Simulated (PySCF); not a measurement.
Gas-phase reaction: SnF4 + 3 H2 → SnH2 + 4 HF

Computed with PySCF (xtb for GFN2) and rigid-rotor harmonic-oscillator thermochemistry at 1 bar. † marks an energy on the PBE0/def2-TZVP geometry and frequencies; other levels use their own. MP2 and CCSD(T) freeze the core. All species are closed-shell singlets. Sn: scalar-relativistic def2 core potential, no spin-orbit coupling. SnH2: computed as isolated molecules; such fragments, hydroxides, amides, oligomers or adducts are transient or little studied in the gas. MP2 isn't extrapolated to the basis-set limit; its ΔH°(298 K) is 252.4 kJ in def2-SVP and 217.7 kJ in def2-TZVPP. CCSD(T) isn't extrapolated to the basis-set limit; its ΔH°(298 K) is 210.9 kJ in def2-SVP and 206.8 kJ in def2-TZVPP. The harmonic model lacks anharmonicity and excited electronic states, which grow with temperature; levels with a mode under 35 cm⁻¹ are left out.

```tsv
level	ΔE electronic, kJ	ΔH°(298 K), kJ	ΔS°(298 K), J/K	ΔG°(1400 K), kJ
BLYP/def2-TZVP†	227	251	208	-13
CCSD(T)/def2-SVP†	187	211	208	-53
GFN2-xTB	71	99	169	-106
HF/def2-TZVP†	191	215	208	-49
MP2/def2-TZVPP†	194	218	208	-47
PBE/def2-SVP	232	254	203	-3
PBE/def2-TZVP†	220	244	208	-20
PBE0/def2-SVP†	169	193	208	-71
```
ΔH° is lowest at GFN2-xTB and highest at PBE/def2-SVP. No reference value is set beside these.
